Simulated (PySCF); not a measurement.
## Spin-rotation constants: `C#C[Si@@H]1C[SiH2][C@H](F)C1`, C5H9FSi2

Molfile (atoms numbered from 1):
```
C5H9FSi2
     RDKit          3D

 17 17  0  0  0  0  0  0  0  0999 V2000
    3.0339   -0.8209   -1.9029 C   0  0  0  0  0  0  0  0  0  0  0  0
    2.1819   -0.8018   -1.0547 C   0  0  0  0  0  0  0  0  0  0  0  0
    0.8817   -0.7485    0.2616 Si  0  0  2  0  0  4  0  0  0  0  0  0
   -0.8396   -1.2670   -0.3968 C   0  0  0  0  0  0  0  0  0  0  0  0
   -2.0277    0.1831   -0.0510 Si  0  0  0  0  0  4  0  0  0  0  0  0
   -0.9118    1.1865    1.1571 C   0  0  2  0  0  0  0  0  0  0  0  0
   -1.2898    2.5297    1.1933 F   0  0  0  0  0  0  0  0  0  0  0  0
    0.5471    1.0667    0.7385 C   0  0  0  0  0  0  0  0  0  0  0  0
    3.7787   -0.8355   -2.6464 H   0  0  0  0  0  0  0  0  0  0  0  0
    1.3144   -1.5666    1.4046 H   0  0  0  0  0  0  0  0  0  0  0  0
   -1.1811   -2.1754    0.0946 H   0  0  0  0  0  0  0  0  0  0  0  0
   -0.8050   -1.4985   -1.4588 H   0  0  0  0  0  0  0  0  0  0  0  0
   -2.2968    0.9906   -1.2409 H   0  0  0  0  0  0  0  0  0  0  0  0
   -3.2716   -0.2156    0.6115 H   0  0  0  0  0  0  0  0  0  0  0  0
   -1.0335    0.8392    2.1912 H   0  0  0  0  0  0  0  0  0  0  0  0
    1.2094    1.4393    1.5207 H   0  0  0  0  0  0  0  0  0  0  0  0
    0.7030    1.7069   -0.1326 H   0  0  0  0  0  0  0  0  0  0  0  0
  1  2  3  0
  2  3  1  0
  3  4  1  0
  4  5  1  0
  5  6  1  0
  6  7  1  0
  6  8  1  0
  8  3  1  0
  1  9  1  0
  3 10  1  1
  4 11  1  0
  4 12  1  0
  5 13  1  0
  5 14  1  0
  6 15  1  1
  8 16  1  0
  8 17  1  0
M  END
```

Method used: PySCF, GIAO PBE0/pcSseg-1 magnetisability, rotational g tensor and spin-rotation constants, non-relativistic, gas phase. Geometry: GFN2-xTB.

(1) Give the nuclear spin-rotation constants along the inertial axes (H = +C I·J) beside the isotropic shieldings.

(2) How do the rotational constants and the g tensor change when H9, H10, H11, H12, H13, H14, H15, H16, H17 are replaced by deuterium?

## Answers

(1) Rotational constants 2.4541, 0.8681, 0.7274 GHz. A star marks the isotopologue with that one atom substituted, in its own axes.
```
atom  isotope  Caa (kHz)  Cbb (kHz)  Ccc (kHz)  mean (kHz)  σ (ppm)
  F7      19F      0.406      0.515      0.257       0.392    407.6
  H9       1H     -0.052     -0.095     -0.058      -0.068     29.7
 H10       1H     -0.206     -0.081      0.031      -0.086     27.0
 H11       1H     -0.286     -0.049     -0.041      -0.126     31.7
 H12       1H     -0.203     -0.072     -0.043      -0.106     31.4
 H13       1H     -0.234     -0.082      0.035      -0.094     27.4
 H14       1H     -0.056     -0.040     -0.051      -0.049     27.3
 H15       1H     -0.215     -0.085      0.042      -0.086     26.4
 H16       1H     -0.268      0.003     -0.060      -0.108     29.7
 H17       1H     -0.270     -0.085      0.008      -0.116     30.1
  C1     13C*      0.376      0.318      0.213       0.302     81.8
  C2     13C*      0.270      0.314      0.201       0.262     97.9
 Si3    29Si*     -1.478     -0.471     -0.459      -0.803    383.6
  C4     13C*      0.245      0.077      0.074       0.132    198.4
 Si5    29Si*     -1.432     -0.491     -0.455      -0.792    383.1
  C6     13C*      0.588      0.202      0.210       0.333     94.5
  C8     13C*      0.333      0.134      0.121       0.196    162.2
```
For the geometry as given, no vibrational averaging.

(2) Constants 2.0707, 0.7976, 0.6693 GHz; g -0.0170, -0.0081, -0.0076, against -0.0199, -0.0089, -0.0083 before.
